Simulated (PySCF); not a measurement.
**Working out the excitation energy of Ca**

Ca [Ar] 4s2 (1S) → Ca [Ar] 4p2 (3P). All numbers are calculated (PySCF 2.14, scalar relativity by spin-free X2C-1e, in x2c-TZVPPall). Frozen: [Ne]. Energies in hartree (1 hartree = 27.21139 eV):

| part | Ca (lower) | Ca (upper) |
| --- | --- | --- |
| UHF | -679.620198 | -679.466368 |
| CCSD correlation | -0.222151 | -0.197458 |
| (T) | -0.004529 | -0.003354 |

Question: What does Hartree-Fock give?

Answer: (-679.466368) − (-679.620198) = 0.153830 hartree = 4.186 eV.

Question: What do CCSD and CCSD(T) give?

Answer: The CCSD correlation energies differ by 0.024693 hartree = 0.672 eV and the triples by 0.001175 hartree = 0.032 eV, so CCSD gives 4.858 eV and CCSD(T) 4.890 eV.

Measured between the centres of the two terms (NIST): 4.774 eV, so CCSD(T) (valence and next inner shell) is off by 0.116 eV.

The coupled-cluster amplitudes are large, so a single reference is strained.

What remains against the reference includes basis incompleteness, the frozen core and higher excitations.
